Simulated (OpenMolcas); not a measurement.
# Ir5+ in a point-charge field

Ir5+ among 6 point charges of -1.7 e arranged as an octahedron (Oh), 1.89 Å from the ion.

```json
{
  "Program": "OpenMolcas",
  "Method": "CASSCF",
  "Basis": "ANO-RCC-VTZP [8s7p5d3f1g]",
  "Scalar Hamiltonian": "DKH2, point nucleus",
  "Active space": "4 electrons in 5 orbitals (5d)",
  "State averaging": "2S+1 = 5 even, 5 roots; 2S+1 = 3 even, 45 roots; 2S+1 = 1 even, 50 roots",
  "Spin-orbit coupling": "RASSI with atomic mean-field integrals over the reference wave functions"
}
```

The lowest spin-free states (labels of O, the rotations of Oh), above the lowest:

| State | Degeneracy | E (cm-1) | Free-ion L (%) |
| --- | --- | --- | --- |
| 5E | 2 | 0.0 | D (100) |
| 5T2 | 3 | 9169 | D (100) |
| 3T1 | 3 | 13305 | H (50) |
| 3E | 2 | 20139 | H (92) |
| 3T1 | 3 | 21146 | H (43) |
| 3T2 | 3 | 21838 | F (50) |
| 1T2 | 3 | 23524 | G (49) |
| 3A2 | 1 | 23717 | F (100) |
| 3A1 | 1 | 24042 | G (100) |
| 1E | 2 | 24126 | I (76) |
| 3E | 2 | 27414 | G (69) |
| 3T1 | 3 | 28616 | H (68) |
| 1A1 | 1 | 29197 | G (42) |
| 1A2 | 1 | 30105 | I (97) |
| 3T2 | 3 | 30114 | H (47) |
| 1T2 | 3 | 30473 | I (59) |
| 3T1 | 3 | 30795 | G (38) |
| 1T1 | 3 | 32224 | I (49) |
| 3T2 | 3 | 35100 | G (65) |
| 3E | 2 | 35831 | D (72) |

The lowest levels with spin-orbit coupling:

```tsv
E (cm-1)	Degeneracy	Label	2S+1
0.0	1	A1	5 (60 %)
5233	3	T1	5 (81 %)
8574	2	E	5 (90 %)
9615	3	T2	5
11003	1	A2	5
16397	3	T2	5 (63 %)
17093	3	T1	5 (69 %)
17640	1	A1	5 (56 %)
18259	2	E	3 (47 %)
19082	3	T2	5 (56 %)
19318	3	T1	5 (68 %)
20006	1	A1	5 (49 %)
23531	3	T2	3 (52 %)
23539	2	E	3 (67 %)
23934	3	T1	3 (72 %)
27764	3	T1	3 (79 %)
29180	3	T2	3 (86 %)
31089	3	T2	3
31199	2	E	3 (65 %)
31269	3	T1	3
```

Powder χT (cm3 K/mol): 0 at 2 K, 0.00227 at 10 K, 0.0114 at 50 K, 0.0227 at 100 K, 0.0454 at 200 K, 0.0681 at 300 K. The effective moment at 300 K is 2.828 √(χT) = 0.74 μB.

A least-squares ligand-field fit to the states below 45000 cm-1, each weighted by its degeneracy and with a free common offset, gives 10Dq = 9259 cm-1, B = 925 cm-1 and C = 3905 cm-1 (C/B = 4.22), with an rms deviation of 110 cm-1.

Spin-orbit coupling mixes the spin-free states strongly: the lowest level takes only 42 % from its leading state, 5E. Without dynamic correlation the repulsion within the d shell is too large (B by tens of per cent), so at a given field states of lower spin stand too high. This shell can be high or low spin here, a state of another spin lies low, and with metal d orbitals alone active their balance is uncertain, so the ground spin may be wrong. Point charges give a weaker field than real ligands, and real ions of this kind are as a rule low spin; the high spin found here belongs to the model. This field is weak: 10Dq is about 9259 cm-1, while octahedral complexes of 5d ions of charge 3 and more, computed by the same method with explicit ligands, had a median near 35000 cm-1. Ground spin and moment need not be those of a real site. Point charges carry no covalency, so the field is a model and not that of real ligands. No measured value stands beside these numbers.
